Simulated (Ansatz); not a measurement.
Consider the formal hydrolysis of the Si–O bond: `O[Si]1(O[SiH3])CO1` + H₂O → `O[Si]1(O)CO1` + `O[SiH3]`.

Calculated with Ansatz (gas phase, PBE0-D4/def2-TZVP geometries, no zero-point term in ΔE). CCSD(T)/CBS adds triple-zeta CCSD(T) − MP2 to the extrapolated MP2 energy (def2 sets, frozen cores). This one scheme is used for every species. Functionals use def2-TZVPP. One conformer a species, not always the lowest.

| level | ΔE (kcal/mol) |
| --- | --- |
| r2SCAN | 3.2 |
| HF/def2-TZVPP | 4.6 |

**Question.** What does CCSD(T)/CBS give? (Best estimate.)

**Answer.** Computed: +5.1 kcal/mol. The listed levels differ from it by -1.9, -0.5 kcal/mol.

Largest T1 diagnostic among the species: 0.012.

From PBE to PBE0 (25 % exact exchange), in def2-TZVPP and without D4, ΔE moves by +0.8 kcal/mol. The D4 term adds +1.8 kcal/mol with B3LYP and +1.1 kcal/mol with PBE0; it sums over pairs of atoms, weighted by their polarisabilities, and B3LYP, whose exchange is more repulsive, gets the larger term.

B3LYP here is the variant with VWN-RPA as its local correlation; programs differ in this.
